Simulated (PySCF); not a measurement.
# What a mistake does to a calculation on AlBCH4O

All numbers below are calculated, not measured. The program is PySCF 2.14.0, an open-source quantum chemistry code, run on an isolated molecule that a program drew, which may never have been made. The molecule is AlBCH4O (charge 0, singlet), drawn as the SMILES string `[CH3][AlH][B]=O`.

Each row is a Hartree-Fock (HF) and frozen-core CCSD(T) single point in the cc-pV(D+d)Z basis, meant for a local HF minimum. Run 1 is clean. Each other run has one planted mistake out of seven kinds, and not every kind appears here: one electron removed, one electron added, multiplicity raised by two, geometry at a saddle point, minimal basis STO-3G, one bond length entered in bohr, all coordinates scaled. The reference is restricted for singlets and unrestricted otherwise, and also for a bond in bohr. Adding or removing an electron swaps singlet and doublet. Electrons count all cores. HOMO and LUMO are orbital energies over both spins, the gradient is its largest component, and the lowest frequency (negative if imaginary) is given only where the gradient is small. Bond lengths are over the 7 bonds as drawn. T1 is the CCSD diagnostic: over 0.02 (restricted) or 0.045 (unrestricted) a single reference is doubtful.

Geometry of the clean run:
```xyz
8
AlBCH4O, angstrom
C    -1.1906    2.1758   -0.2451
Al    0.7468    2.1905   -0.5119
B     2.0197    2.0576    1.2094
O     2.7203    1.9837    2.1675
H    -1.7482    2.2209   -1.1844
H    -1.5025    3.0262    0.3731
H    -1.5044    1.2730    0.2921
H     1.4514    2.2972   -1.9177
```

```
run  electrons  basis functions  <S^2>  HOMO (eV)  LUMO (eV)  gradient (hartree/bohr)  lowest frequency (cm^-1)  mean bond (Å)  longest bond (Å)      T1  HF (hartree)  CCSD(T) (hartree)                     mistake
  1         36               85  0.000     -11.78       0.50                  2.5e-05                        38         1.4503             2.145  0.0174    -381.72385         -382.24218                    no fault
  2         35               85  0.765     -17.37      -8.85                  1.2e-01                         -         1.4503             2.145  0.0281    -381.34718         -381.84257        one electron removed
  3         37               85  0.764      -0.37       6.77                  3.0e-02                         -         1.4503             2.145  0.0167    -381.72107         -382.25028          one electron added
  4         36               28  0.000      -9.10       7.48                  3.8e-02                         -         1.4503             2.145  0.0178    -377.02987         -377.26973        minimal basis STO-3G
  5         36               85  2.013      -5.96      -3.00                  1.3e-01                         -         1.4503             2.145  0.0430    -381.54731         -382.05824  multiplicity raised by two
  6         36               85  0.712     -11.26       0.37                  2.1e-02                         -         1.5893             2.145  0.0599    -381.59740         -382.11209                           ?
```

**Which mistake was planted in run 6, and what did it cost?**

The mean bond changes by a factor of 1.096 and the longest by 1.000, so the molecule wasn't scaled as a whole. A length L in bohr read as angstrom grows by (1/0.5292 - 1) L = 0.890 L. The 7 bonds together grew by 7 x 0.1390 = 0.973 Å, which gives L = 1.094 Å. That is the length of one of the C-H bonds, 1.093 Å in the clean geometry. So the mistake is: one bond length entered in bohr. Subtracting run 1 and multiplying by 627.51 kcal/mol a hartree, the energy moved by 79.3 kcal/mol in HF and 81.6 kcal/mol in CCSD(T).

Cautions from the logs. Run 6: T1 is over the limit, so its CCSD(T) energy is less reliable.
